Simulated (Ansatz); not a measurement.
AsSbSbSb tetrahedron (Sb₃As). Charge 0, multiplicity 1. Geometry relaxed at PBE-D4/def2-SVP.

```xyz
4

As   -0.3140   -0.0403   -1.5551
Sb   -1.1291   -1.0400    0.7948
Sb    1.6216   -0.5543    0.2268
Sb   -0.1784    1.6346    0.5335
```

In the def2 sets Sb takes a core potential; there is no spin–orbit coupling.

(1) Estimate the harmonic wavenumbers at RKS PBE-D4/def2-SVP (Ansatz, unscaled). Is this a minimum?

Results:

(1) 148, 148, 191, 191, 196, 268 cm⁻¹. Yes, no mode is imaginary beyond noise. Zero-point energy 6.8 kJ/mol. It took 11 s on 4 threads of Arm Neoverse V2 on a shared host.
